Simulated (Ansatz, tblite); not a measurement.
Cost and result up the ladder for `CN(C)c1ccc(-c2ccc(-c3ccc(-c4ccc(C#N)s4)s3)s2)s1` (39 atoms). Total charge 0; singlet. Geometry: PBE-D4/def2-SVP.

```xyz
39

C     2.499    4.395   -5.290
N     2.112    3.019   -5.529
C     1.804    2.586   -6.878
C     1.644    2.256   -4.489
C     1.013    1.007   -4.534
C     0.711    0.502   -3.245
C     1.075    1.342   -2.196
C     0.922    1.170   -0.778
C     1.404    1.963    0.271
C     1.056    1.482    1.552
C     0.301    0.306    1.523
C    -0.211   -0.455    2.631
C     0.036   -0.278    3.998
C    -0.639   -1.208    4.816
C    -1.417   -2.125    4.103
C    -2.230   -3.208    4.591
C    -3.004   -4.123    3.864
C    -3.679   -5.060    4.675
C    -3.434   -4.879    6.038
C    -3.936   -5.625    7.128
N    -4.351   -6.243    8.040
S    -2.351   -3.525    6.307
S    -1.305   -1.801    2.382
S     0.022   -0.193   -0.138
S     1.815    2.815   -2.830
H     3.191    4.452   -4.422
H     3.037    4.786   -6.174
H     1.630    5.064   -5.077
H     2.346    3.225   -7.599
H     2.135    1.538   -7.034
H     0.713    2.637   -7.109
H     0.783    0.477   -5.466
H     0.229   -0.472   -3.075
H     2.002    2.869    0.097
H     1.341    1.980    2.488
H     0.702    0.506    4.383
H    -0.562   -1.226    5.913
H    -3.070   -4.101    2.767
H    -4.334   -5.856    4.297
```

Ansatz on 2 threads of AMD EPYC 7R13 on a shared host and a share (18 GiB) of an NVIDIA H100 80GB HBM3; xTB runs through tblite on one thread. Times are rough, summed over both states, and most runs start from the orbitals of an earlier one. PBE0-D4/def2-TZVP serves as the yardstick here, not as an exact answer. The other state is a triplet.

The xTB rows come from tblite. Single mean-field runs in def2-TZVP are fitted with def2-universal-jkfit.

xTB has no spin-polarisation term.

```json
{"level": "GFN2-xTB", "functions": "134", "wall time": "0.22 s", "vertical triplet (eV)": "1.50", "difference from PBE0-D4/def2-TZVP (eV)": "-0.08"}
{"level": "GFN1-xTB", "functions": "148", "wall time": "0.23 s", "vertical triplet (eV)": "1.54", "difference from PBE0-D4/def2-TZVP (eV)": "-0.03"}
{"level": "PBE-D4/def2-TZVP (with forces)", "functions": "883", "wall time": "30 s", "vertical triplet (eV)": "1.41", "difference from PBE0-D4/def2-TZVP (eV)": "-0.17"}
{"level": "PBE0-D4/def2-TZVP", "functions": "883", "wall time": "47 s", "vertical triplet (eV)": "1.58", "difference from PBE0-D4/def2-TZVP (eV)": "0.00"}
```
